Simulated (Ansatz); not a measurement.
Ideal-gas functions of CCl₃GeN (`N#[C][Ge]([Cl])([Cl])[Cl]`) at 400 K and 1 bar, from an Ansatz frequency run at PBE0-D4/def2-TZVP.

Molar mass 204.99 g/mol, point group C3v (symmetry number 3), electronic degeneracy 1, moments of inertia 425.862, 435.507, 435.513 u Å². Harmonic wavenumbers (cm⁻¹, unscaled): 95, 96, 146, 146, 169, 341, 341, 412, 472, 472, 510, 2342.

Use S(trans) = R[1.5 ln M + 2.5 ln T − 1.1517]; rotational temperatures θ = 24.2544 K / I; S(rot) = R[ln(√π/σ · √(T³/θAθBθC)) + 1.5]; for each mode x = 1.438777 ν̃/T, S = R[x/(eˣ − 1) − ln(1 − e⁻ˣ)] and H = RT x/(eˣ − 1); 1 cm⁻¹ = 0.0119627 kJ/mol; R = 8.31446 J/(mol·K).

**Question.** By hand: the entropy, in J/(mol·K).

**Answer.** Translation 181.4. Rotation: θ = 0.057, 0.0557, 0.0557 K, giving 118.7. Vibration, mode by mode: 17.28, 17.20, 13.76, 13.76, 12.58, 7.12, 7.12, 5.77, 4.85, 4.85, 4.35, 0.02, in all 108.6. Electronic 0.0. Sum 408.7 J/(mol·K).

**Question.** By hand: H − E and G − E in kJ/mol, counted from the electronic energy.

**Answer.** Zero-point energy ½ × 5542 × 0.0119627 = 33.1; thermal vibration 21.6; translation, rotation and pV give 4 RT = 13.3. H − E = 68.0 kJ/mol, and G − E = 68.0 − 400 × 408.7/1000 = -95.5 kJ/mol.

Vibration gives 27 % of the entropy, 62.0 J/(mol·K) of it from the modes under 150 cm⁻¹: soft modes count most, and the harmonic formula is weakest for them.
